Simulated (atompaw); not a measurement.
# xenon: variants of one PAW (atompaw) potential

Base potential:

- Element: xenon (Xe)
- Generator: atompaw 4.2.0.5
- Type: PAW
- Functional: PBE
- Relativity: scalar-relativistic
- Frozen core: [Ar] 3d10 4s2
- Valence charge: 24
- Reference configuration: 4p6 4d10 5s2 5p5 (charge +1)
- Partial waves: 5s (bound): rc 1.50 bohr; 5s channel at -1.65 Ry: rc 1.50 bohr; 4p (bound): rc 1.20 bohr; 5p (bound): rc 1.10 bohr; 4d (bound): rc 1.50 bohr; 4d channel at -1.55 Ry: rc 1.20 bohr
- Local potential: vpsmatchnc scheme with l = 3 at 0.5 Ry, radius 1.45 bohr
- Core correction: smooth core density matched at 1.05 bohr
- Augmentation charge: besselshape compensation charge, radius 1.15 bohr; PAW radius 1.50 bohr; waves and projectors: custom polynom2 7 10 vanderbiltortho

All-electron outer shells of the reference configuration (PBE, scalar-relativistic, ld1.x):

```tsv
shell	level (eV)	outermost node (bohr)	outermost maximum (bohr)
4s	-207.52	0.36	0.66
4p	-151.33	0.36	0.69
4d	-69.42	0.34	0.75
5s	-29.08	0.85	1.61
5p	-17.01	0.92	1.87
```

Cutoffs, loose and tight: the cutoffs (Ry, on a coarse ladder) from which the occupation-weighted sum of valence levels, in a spherical-Bessel basis at the reference potential, stays within 10 and 1 mRy of its value at 400 Ry. They see the waves, projectors and local potential, not the compensation charge or the core. A dash means not determined.

A true bound ghost makes a file unfit for plane-wave use even where its test errors are small: the radial tests pick states by their node count and pass the ghost by.

```csv
change,outcome,"cutoff, loose","cutoff, tight",bound ghosts
base,generated,over 300 Ry,over 300 Ry,"s, d"
"augmentation sinc compensation charge, radius 1.15 bohr; PAW radius 1.50 bohr; waves and projectors: custom polynom2 7 10 vanderbiltortho",generated,over 300 Ry,over 300 Ry,"s, d"
wave 5s channel at -1.65 Ry: rc 1.50 bohr becomes 5s channel at -1.9 Ry: rc 1.50 bohr,generated,over 300 Ry,over 300 Ry,"s, d"
core correction smooth core density matched at 0.98 bohr,generated,over 300 Ry,over 300 Ry,"s, d"
"augmentation besselshape compensation charge, radius 1.32 bohr; PAW radius 1.50 bohr; waves and projectors: custom polynom2 7 10 vanderbiltortho",generated,over 300 Ry,over 300 Ry,"s, d"
wave 5p (bound): rc 1.10 bohr becomes 5p (bound): rc 1.46 bohr,generated,over 300 Ry,over 300 Ry,"s, d"
wave 4d channel at -1.55 Ry: rc 1.20 bohr becomes 4d channel at -1.55 Ry: rc 1.24 bohr,generated,over 300 Ry,over 300 Ry,"s, d"
"all radii scaled by about 0.89 (s 1.34, p 1.06, d 1.34 bohr); local potential vpsmatchnc scheme with l = 3 at 0.5 Ry, radius 1.30 bohr; augmentation besselshape compensation charge, radius 1.02 bohr; PAW radius 1.34 bohr; waves and projectors: custom polynom2 7 10 vanderbiltortho; core correction smooth core density matched at 0.94 bohr",failed: atompaw: The overlap operator has at least one negative eigenvalue!,–,–,–
"augmentation besselshape compensation charge, radius 1.15 bohr; PAW radius 1.50 bohr; waves and projectors: custom rrkj gramschmidtortho",generated,100 Ry,180 Ry,s
"augmentation besselshape compensation charge, radius 1.15 bohr; PAW radius 1.50 bohr; waves and projectors: custom rrkj vanderbiltortho",generated,100 Ry,180 Ry,s
"core [Kr] 4d10, valence charge 8; reference 5s2 5p6; waves now 5s (bound): rc 1.45 bohr; 5s channel at 0.7 Ry: rc 1.45 bohr; 5p (bound): rc 2.20 bohr; 5p channel at 2.1 Ry: rc 2.20 bohr; local potential vpsmatchnc scheme with l = 2 at 0.5 Ry, radius 1.95 bohr; core correction smooth core density matched at 1.55 bohr; augmentation besselshape compensation charge, radius 1.95 bohr; PAW radius 2.20 bohr; waves and projectors: custom polynom2 7 10 vanderbiltortho",failed: atompaw: The overlap operator has at least one negative eigenvalue!,–,–,–
"local potential vpsmatchnc scheme with l = 3 at 0.5 Ry, radius 0.90 bohr",generated,over 300 Ry,over 300 Ry,"s, d, p"
reference 4p6 4d10 5s2 5p6,generated,over 300 Ry,over 300 Ry,"s, d"
```
